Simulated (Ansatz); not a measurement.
Ansatz (a first-principles code) input (RPA@PBE/def2-QZVPP):
A basis named .json is the Basis Set Exchange file of that set.

Ansatz 0.2 input:
```yaml
crystal:
  periodic: [false, false, false]
  atoms:
    - {symbol: Sn, position_ang: [0.17068257, 0.21542416, 0.09247207]}
    - {symbol: O, position_ang: [1.50694485, -1.00880762, -0.60548252]}
    - {symbol: F, position_ang: [-1.04494135, -0.79635486, 1.33529394]}
    - {symbol: F, position_ang: [-1.24280171, 0.49627186, -1.31082095]}
basis:
  gaussian:
    orbitals: def2-QZVPP.json
hamiltonian:
  xc: pbe
total_charge: -1
magnetization: {spin_polarized: true, initial_magnetization: 1}
correlation: {method: rpa, electrons: outside_noble_gas}
```

Output:

```
Functional definition: PBE
integrals: 0.71 GiB planned
1618 factors; integrals over basis functions are off by at most 8.0e-4 eV
mean field: 1.32 GiB planned
mean field evaluation 1: about -13305.5760 eV, gradient 4.0e1 eV
mean field evaluation 2: about -13305.5755 eV, gradient 4.0e1 eV
mean field evaluation 4: about -13311.1404 eV, gradient 1.5e1 eV
mean field evaluation 8: about -13312.2738 eV, gradient 2.0e0 eV
mean field evaluation 16: about -13312.2910 eV, gradient 2.8e-3 eV
mean field evaluation 32: about -13311.2351 eV, gradient 1.6e-1 eV
mean field evaluation 64: about -13311.2211 eV, gradient 9.6e-1 eV
mean field evaluation 96: about -13300.3773 eV, gradient 2.2e1 eV
mean field -13312.29104803 eV, -489.2176726201 hartree, gradient 1.5e-6 eV, S^2 0.755339; 8 other end points of the search recorded, 0 dependent functions left out
12 core orbitals not correlated, not the lowest: weight in the atoms' cores, before any rotation towards them, 0.774 or more for the frozen orbitals, at most 0.222 for the correlated occupied ones
reference -13258.17504611 eV, -487.2289462306 hartree; 13, 12 occupied and 228, 229 virtual orbitals, 1618 factors
Total energy: -13296.96845816 eV, -488.6545778283 hartree
```
